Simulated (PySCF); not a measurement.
**[Y(F)3] (charge 0, multiplicity 1)**

All values below come from TPSSh-D3(BJ)/def2-TZVP // r2SCAN-D4/def2-SVP run with PySCF.

```
Item                                                         Result
-------------------------------------  ----------------------------
HOMO                                                       -9.41 eV
dipole moment                                             0.042 e·Å
HOMO–LUMO gap                                               6.80 eV
LUMO                                                       -2.61 eV
charge on the central atom (Mulliken)                        1.56 e
total energy                                           -338.2331 Ha
cost                                   very roughly 60 core-seconds
```

```xyz
4

Y     -0.0153    -0.0092    -0.0255
F     -0.2362    -1.8301     0.7712
F     -1.3965     1.3981     0.3084
F      1.5486     0.3834    -1.2084
```
Charge 0, spin multiplicity 1.
